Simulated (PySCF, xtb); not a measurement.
C3H10ClNSi, SMILES Cl[Si@@H](N(C)C)C. One conformer was computed; it need not be the lowest.

Harmonic wavenumbers (cm⁻¹) from GFN2-xTB (xtb) at its own minimum, in rising order: 25, 109, 110, 152, 158, 189, 201, 270, 304, 386, 491, 621, 670, 681, 755, 825, 832, 1041, 1060, 1091, 1126, 1204, 1309, 1376, 1418, 1428, 1477, 1478, 1483, 1487, 1499, 1509, 2230, 2900, 2902, 2949, 2954, 3021, 3038, 3040, 3042, 3048.

Question: What does PySCF with B3LYP-D3(BJ)/def2-SVP give at its own minimum? (An estimate is asked for; the answer gives what the named calculation found.)

Answer: 50, 87, 155, 191, 196, 213, 220, 324, 344, 378, 492, 650, 692, 758, 778, 880, 892, 1020, 1089, 1113, 1168, 1229, 1275, 1318, 1430, 1431, 1438, 1454, 1461, 1466, 1481, 1502, 2254, 2968, 2973, 3031, 3036, 3037, 3109, 3118, 3131, 3134. Paired by order, the mean absolute difference is 39 cm⁻¹ and the zero-point energies are 79.9 and 81.4 kcal/mol.
